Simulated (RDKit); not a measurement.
RDKit input (MMFF94):

```python
from rdkit import Chem
from rdkit.Chem import AllChem, rdDetermineBonds

mol = Chem.MolFromXYZFile('mol.xyz')
rdDetermineBonds.DetermineBonds(mol, charge=0)
print('SMILES', Chem.MolToSmiles(Chem.RemoveHs(mol)))
ff = AllChem.MMFFGetMoleculeForceField(mol, AllChem.MMFFGetMoleculeProperties(mol))
e0 = ff.CalcEnergy()
flag = ff.Minimize(maxIts=5000, forceTol=1e-5)
print(f'energy {e0:.4f} -> {ff.CalcEnergy():.4f} kcal/mol, converged: {flag == 0}')
print(Chem.MolToXYZBlock(mol))
```
mol.xyz:
```
8

C     -1.47569600    -0.01860800     0.05623400
C      0.02456200     0.00031000    -0.00093600
F      0.57561300    -0.14119000     1.22370700
F      0.51042000    -0.99733900    -0.77039700
F      0.49302700     1.15844000    -0.51348400
H     -1.80760300    -0.96697800     0.47425900
H     -1.82185600     0.79956700     0.68478500
H     -1.87527900     0.09799900    -0.94927600
```

Output:

```
SMILES CC(F)(F)F
energy 3.3228 -> 3.0147 kcal/mol, converged: True
8

C     -1.460279   -0.018413    0.055647
C      0.042854    0.000540   -0.001633
F      0.574577   -0.142017    1.230580
F      0.509026   -1.002864   -0.774464
F      0.491537    1.164743   -0.516141
H     -1.817619   -0.964138    0.473367
H     -1.831827    0.796857    0.683231
H     -1.885082    0.097493   -0.945695
```

The geometry given is a B3LYP-D3(BJ)/def2-TZVP minimum.
